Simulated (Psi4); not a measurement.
H3N, charge +1, doublet, geometry from GFN2-xTB (a state made from the parent by changing its charge; the spin is typed, not shown lowest); Psi4 with CISD/STO-3G.

Here is a job for Psi4.
```
memory 2 GB

molecule mol {
1 2
  N     0.000000   -0.000000    0.000000
  H     0.015026    1.027722   -0.019448
  H     0.882651   -0.526736    0.017100
  H    -0.897677   -0.500986    0.002349
}

set basis sto-3g
set reference uhf

energy('cisd')
print_variables()
```

It wrote (shortened):

```
Traceback (most recent call last):
  File "psi4", line 375, in <module>
  File "<string>", line 25, in <module>
  File "site-packages/psi4/driver/driver.py", line 461, in energy
  File "site-packages/psi4/driver/task_planner.py", line 255, in task_planner
  File "site-packages/psi4/driver/driver_util.py", line 222, in negotiate_derivative_type
  File "site-packages/psi4/driver/driver_util.py", line 355, in highest_analytic_derivative_available

psi4.driver.p4util.exceptions.MissingMethodError: Method=cisd is not available for any derivative level under conditions CI_TYPE=CONV, REFERENCE=UHF, FREEZE_CORE=FALSE, QC_MODULE=(auto). See https://psicode.org/psi4manual/master/introduction.html#ss-cisd. Or did you mean? ccd ccsd cisdt cisdtq qcisd lccsd ci2 ci3 ci4 ci5 ci6 ci7 ci8 ci9 ci10 ci11 ci12 ci13 ci14 ci15 ci16 ci17 ci18 ci19 ci20 ci21 ci22 ci23 ci24 ci25 ci26 ci27 ci28 ci29 ci30 ci31 ci32 ci33 ci34 ci35 ci36 ci37 ci38 ci39 ci40 ci41 ci42 ci43 ci44 ci45 ci46 ci47 ci48 ci49 ci50 ci51 ci52 ci53 ci54 ci55 ci56 ci57 ci58 ci59 ci60 ci61 ci62 ci63 ci64 ci65 ci66 ci67 ci68 ci69 ci70 ci71 ci72 ci73 ci74 ci75 ci76 ci77 ci78 ci79 ci80 ci81 ci82 ci83 ci84 ci85 ci86 ci87 ci88 ci89 ci90 ci91 ci92 ci93 ci94 ci95 ci96 ci97 ci98

Printing out the relevant lines from the Psithon --> Python processed input file:
      H    -0.897677   -0.500986    0.002349
    ""","mol")
    core.IO.set_default_namespace("mol")
    core.set_global_option("BASIS", "sto-3g")
    core.set_global_option("REFERENCE", "uhf")
--> energy('cisd')
    print_variables()

!----------------------------------------------------------------------------------!
!                                                                                  !
!  Method=cisd is not available for any derivative level under conditions          !
!     CI_TYPE=CONV, REFERENCE=UHF, FREEZE_CORE=FALSE, QC_MODULE=(auto). See        !
!     https://psicode.org/psi4manual/master/introduction.html#ss-cisd. Or did you  !
!     mean? ccd ccsd cisdt cisdtq qcisd lccsd ci2 ci3 ci4 ci5 ci6 ci7 ci8 ci9 ci10 !
!     ci11 ci12 ci13 ci14 ci15 ci16 ci17 ci18 ci19 ci20 ci21 ci22 ci23 ci24 ci25   !
!     ci26 ci27 ci28 ci29 ci30 ci31 ci32 ci33 ci34 ci35 ci36 ci37 ci38 ci39 ci40   !
!     ci41 ci42 ci43 ci44 ci45 ci46 ci47 ci48 ci49 ci50 ci51 ci52 ci53 ci54 ci55   !
!     ci56 ci57 ci58 ci59 ci60 ci61 ci62 ci63 ci64 ci65 ci66 ci67 ci68 ci69 ci70   !
!     ci71 ci72 ci73 ci74 ci75 ci76 ci77 ci78 ci79 ci80 ci81 ci82 ci83 ci84 ci85   !
!     ci86 ci87 ci88 ci89 ci90 ci91 ci92 ci93 ci94 ci95 ci96 ci97 ci98             !
!                                                                                  !
!----------------------------------------------------------------------------------!
```

The input was rejected before any calculation.
